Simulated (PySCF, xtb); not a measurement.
C2H3ClN2Si, SMILES Cl[SiH]1N=CC=N1.

GFN2-xTB run with xtb at its own geometry gives an orbital gap of 1.74 eV and a dipole moment of 2.45 D.

The structure is a stationary point at PBE0-D3(BJ)/def2-SVP. This is a generated structure with no PubChem entry under its InChIKey; it may be hypothetical.

Question: What does PySCF with ωB97X/def2-TZVP give? (An estimate is asked for; the answer gives what the named calculation found.)

Answer: gap 9.96 eV (levels -10.45 and -0.50 eV), dipole 2.37 D.
